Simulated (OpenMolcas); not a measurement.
Rh II.

| Quantity | Value |
| --- | --- |
| Program | OpenMolcas |
| Method | CASSCF |
| Basis | ANO-RCC-VQZP [8s7p5d3f2g1h] |
| Scalar Hamiltonian | DKH2, point nucleus |
| Active space | 8 electrons in 5 orbitals (4d) |
| State averaging | 2S+1 = 3 even, 10 roots; 2S+1 = 1 even, 15 roots |
| Spin-orbit coupling | RASSI with atomic mean-field integrals over the reference wave functions, term energies averaged over their components |

Levels without dynamic correlation, in cm-1 above 4d8 3F4:

```tsv
Level	E
4d8 1G4	18701
4d8 3P1	15102
4d8 1S0	43970
```

On this reference, SS-CASPT2, IPEA 0.25 Eh, imaginary shift 0.1 Eh (closed shells correlated: 4s 4p) puts 4d8 1G4 at 15040 cm-1.

Task: Estimate the other levels at that method by one scale factor, and say how well it serves.

Result: The factor is 15040 / 18701 = 0.804. Scaled values beside those that SS-CASPT2 gives and measured ones (NIST Handbook of Basic Atomic Spectroscopic Data):
```
  Level  Scaled  SS-CASPT2  Miss (%)  Measured
4d8 3P1   12142      11600      +4.7     10515
4d8 1S0   35352      35260      +0.3
```
For these levels the scaled values miss SS-CASPT2 by up to 4.7 %, as correlation changes each term by its own factor, spin-orbit parts do not scale and CASPT2 has its own spread within terms. This holds within one configuration; levels of others move differently, and the target method has errors of its own against measurement.

Term energies are means over components that CASPT2 splits; among the terms shown or strongly mixed into the levels shown the widest spread is 790 cm-1 (4d8 1G, SS-CASPT2). Configurations with an s electron lie low at this charge and mix in, so terms can be misplaced. Without dynamic correlation excited terms often stand tens of per cent too high (terms of higher spin than the ground term too low), and those without a measured partner can miss by more than the paired ones (holds for CASSCF). Measured partners are found by configuration, term and J. A level has none where our copy of the source lacks it or the pairing is in doubt (some pairs that miss far off the trend of their configuration count as doubtful), and it then counts in no deviation. Levels of configurations outside the active space are missing.
